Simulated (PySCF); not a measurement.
B3LYP has the VWN-RPA correlation part, as in Gaussian. 

Cartesian coordinates (Å):
```xyz
9

C      1.9848     0.0032     0.2409
C      0.7278    -0.3342     0.0955
N     -0.4108    -0.7141    -0.0714
C     -1.5928     0.0531     0.3006
H      2.5025     0.5382    -0.5423
H      2.5202    -0.2537     1.1435
H     -1.3466     1.0164     0.7547
H     -2.1859    -0.5384     0.9984
H     -2.1970     0.2148    -0.5924
```
Charge 0, spin multiplicity 1.

Q: Predict the dipole moment, HOMO–LUMO gap and HOMO from B3LYP-D3(BJ)/def2-TZVP (PySCF 2.14.0).

A: 
- dipole moment: 1.41 D
- HOMO–LUMO gap: 6.31 eV
- HOMO: -6.39 eV
